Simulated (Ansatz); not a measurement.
C₂H₃ClInN (`[CH3][In]([Cl])[C]#N`). Charge 0, multiplicity 1. In takes the def2 core potential. The geometry is a stationary point of PBE0-D4/def2-TZVP.

```xyz
8

C     0.565   -0.539    1.294
In   -0.197    0.586   -0.334
Cl   -0.438    2.892   -0.221
C    -0.833   -0.141   -2.218
N    -1.166   -0.590   -3.227
H    -0.227   -1.178    1.687
H     0.913    0.138    2.071
H     1.384   -1.169    0.948
```

Q: What is the dipole moment at r2SCAN/def2-TZVPP? (An estimate is asked.)

A: The calculation gave: 4.85 D, with components (1.81, -1.48, 4.25) D in this frame, pointing from negative to positive charge.

Q: And with PBE, B3LYP, ωB97M-V? (An estimate is asked.)

A: Ansatz gave: PBE 4.75 D, B3LYP 4.88 D, ωB97M-V 4.84 D.

Q: Give the Mulliken charges with r2SCAN, PBE, ωB97M-V in def2-TZVPP. (An estimate is asked.)

A: The calculation gave: 
| atom | r2SCAN | PBE | ωB97M-V |
| --- | --- | --- | --- |
| C1 | -0.41 | -0.51 | -0.55 |
| In2 | 0.81 | 0.73 | 0.78 |
| Cl3 | -0.37 | -0.34 | -0.34 |
| C4 | -0.29 | -0.33 | -0.32 |
| N5 | -0.06 | 0.05 | -0.03 |
| H6 | 0.10 | 0.13 | 0.14 |
| H7 | 0.11 | 0.14 | 0.16 |
| H8 | 0.10 | 0.13 | 0.15 |

B3LYP here is the variant with VWN-RPA as its local correlation; programs differ in this.
